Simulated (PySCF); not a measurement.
## Electronic structure of F⁺ (fluorine, charge +1) at the UHF level

Configuration: [He] 2s2 2p4, high-spin 3P determinant. Computed with PySCF 2.14 in aug-cc-pVDZ-DK (4s3p2d, 23 functions), with scalar relativity by spin-free X2C-1e.

- Total energy: -98.888754 hartree
- One-electron energy: -133.2083 hartree
- Hartree (Coulomb) energy: 43.9884 hartree
- Exchange energy: -9.6688 hartree
- ⟨S²⟩: 2.0048
- ⟨L²⟩: 2.008
- Sum of ⟨r⟩: 6.189 bohr
- Sum of ⟨r²⟩: 7.227 bohr²
- Traceless quadrupole moment −½Σ⟨3z² − r²⟩ along its main axis: -0.565 e·bohr²
- Langevin diamagnetic susceptibility: -5.72 ×10⁻⁶ cm³/mol

```json
{"shell": "1s α", "electrons": "1", "mean orbital energy (hartree)": "-27.23392", "spread (hartree)": "0", "rms radius, mean of both spins (bohr)": "0.204"}
{"shell": "1s β", "electrons": "1", "mean orbital energy (hartree)": "-27.12516", "spread (hartree)": "0", "rms radius, mean of both spins (bohr)": "0.204"}
{"shell": "2s α", "electrons": "1", "mean orbital energy (hartree)": "-2.41002", "spread (hartree)": "0", "rms radius, mean of both spins (bohr)": "1.06"}
{"shell": "2s β", "electrons": "1", "mean orbital energy (hartree)": "-2.00527", "spread (hartree)": "0", "rms radius, mean of both spins (bohr)": "1.06"}
{"shell": "2p α", "electrons": "3", "mean orbital energy (hartree)": "-1.49589", "spread (hartree)": "0.11995", "rms radius, mean of both spins (bohr)": "1.11"}
{"shell": "2p β", "electrons": "1", "mean orbital energy (hartree)": "-1.30715", "spread (hartree)": "0", "rms radius, mean of both spins (bohr)": "1.11"}
```

Spin-orbit constants ζ (cm⁻¹) from the X2C one-electron operator on these orbitals: bare nucleus, nucleus screened by l(l+1)(2l+1)/3 electrons, and screened by the Breit-Pauli mean field of the electrons.

```json
{"shell": "2p", "bare": "458.9", "screened nucleus": "356.9", "mean field": "309.4"}
```

To first order the Landé constant is A = -154.7 cm⁻¹, so the lowest level has J = 2 and lies 0.0192 eV below the centre of the term. This holds in LS coupling only.
